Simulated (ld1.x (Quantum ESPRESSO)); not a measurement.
**Au (Z = 79), TM: configuration errors across variants**

- Element: Au
- Generator: ld1.x (Quantum ESPRESSO) 7.5
- Type: norm-conserving Troullier–Martins (Kleinman–Bylander form)
- Functional: PBE
- Relativity: fully relativistic
- Frozen core: [Kr] 4d10 4f14 5s2
- Valence charge: 17
- Reference configuration: 5p6 5d9 6s0 6p0 (charge +2)
- Partial waves: 6s (bound, empty): rc 1.80 bohr; 5d (bound): rc 1.25 bohr; 5p (bound): rc 1.50 bohr
- Local potential: the p channel
- Core correction: a·sin(br)/r model core inside 1.05 bohr

Open shells are filled in proportion to 2j + 1 (rel_dist='average').

All-electron excitation energies from the reference (eV): (1) 5p6 5d10 6s1 6p0 -30.655; (2) 5p6 5d10 6s0 6p0 -21.228; (3) 5p6 5d8 6s0 6p0 33.878; (4) 5p6 5d9 6s2 6p0 -28.943; (5) 5p6 5d9 6s1 6p0 -18.501; (6) 5p6 5d10 6s0 6p1 -25.457; (7) 5p6 5d9 6s1 6p1 -23.205.

Tests that are not counted but printed errors over 1 eV. “wave 5p (bound): rc 1.50 bohr becomes 5p (bound): rc 1.16 bohr”: 5p6 5d9 6s2 6p0 (pseudo-atom not self-consistent, printed error -2576 eV); 5p6 5d9 6s1 6p1 (pseudo-atom not self-consistent, printed error +11.7 eV); 2 more.

A true bound ghost makes a file unfit for plane-wave use even where its test errors are small: the radial tests pick states by their node count and pass the ghost by. Where a test does run into it, the solver fails or the error is huge.

The file “base” misses its own reference levels by 11.6 eV. The file “wave 5p (bound): rc 1.50 bohr becomes 5p (bound): rc 1.16 bohr” misses its own reference levels by 11.6 eV. The file “wave 5p (bound): rc 1.50 bohr becomes 5p (bound): rc 1.30 bohr” misses its own reference levels by 11.6 eV. The file “wave 5p (bound): rc 1.50 bohr becomes 5p (bound): rc 1.42 bohr” misses its own reference levels by 11.6 eV. The file “wave 5p (bound): rc 1.50 bohr becomes 5p (bound): rc 1.62 bohr” misses its own reference levels by 11.5 eV. The file “wave 5p (bound): rc 1.50 bohr becomes 5p (bound): rc 1.76 bohr” misses its own reference levels by 11.5 eV. The file “wave 5p (bound): rc 1.50 bohr becomes 5p (bound): rc 1.94 bohr” misses its own reference levels by 11.4 eV. The file “wave 5p (bound): rc 1.50 bohr becomes 5p (bound): rc 2.14 bohr” misses its own reference levels by 11.4 eV. The file “wave 5p (bound): rc 1.50 bohr becomes 5p (bound): rc 2.20 bohr” misses its own reference levels by 11.4 eV.

Errors AE − PS in meV (a dash: test not solved or not reliable):

| change | (1) | (2) | (3) | (4) | (5) | (6) | (7) | bound ghosts |
| --- | --- | --- | --- | --- | --- | --- | --- | --- |
| base | -14 | -3.9 | -7.2 | -27 | -7.6 | +68 | +92 | s |
| wave 5p (bound): rc 1.50 bohr becomes 5p (bound): rc 1.16 bohr | – | -3.1 | -6.5 | – | – | -14 | – | s |
| wave 5p (bound): rc 1.50 bohr becomes 5p (bound): rc 1.30 bohr | -78 | -3.2 | -6.5 | -56 | -12 | +3.8 | -2.5 | s |
| wave 5p (bound): rc 1.50 bohr becomes 5p (bound): rc 1.42 bohr | -22 | -3.5 | -6.8 | -31 | -8.2 | +41 | +54 | s |
| wave 5p (bound): rc 1.50 bohr becomes 5p (bound): rc 1.62 bohr | -9.5 | -4.9 | -8.4 | -24 | -7.0 | +119 | +162 | s |
| wave 5p (bound): rc 1.50 bohr becomes 5p (bound): rc 1.76 bohr | -9.0 | -7.2 | -11 | -22 | -6.5 | +176 | +242 | s |
| wave 5p (bound): rc 1.50 bohr becomes 5p (bound): rc 1.94 bohr | -12 | -12 | -18 | -21 | -6.5 | +242 | +334 | s |
| wave 5p (bound): rc 1.50 bohr becomes 5p (bound): rc 2.14 bohr | -13 | -13 | -19 | -21 | -6.4 | +255 | +352 | p1/2 (extra level of the local part), s |
| wave 5p (bound): rc 1.50 bohr becomes 5p (bound): rc 2.20 bohr | -12 | -12 | -18 | -21 | -6.4 | +243 | +336 | p1/2 (extra level of the local part), s |

**Question.** Give the same row for: wave 5p (bound): rc 1.50 bohr becomes 5p (bound): rc 0.94 bohr.

**Answer.** -109, -3.2, -6.5, -66, -13, -17, -33; bound ghosts: s.
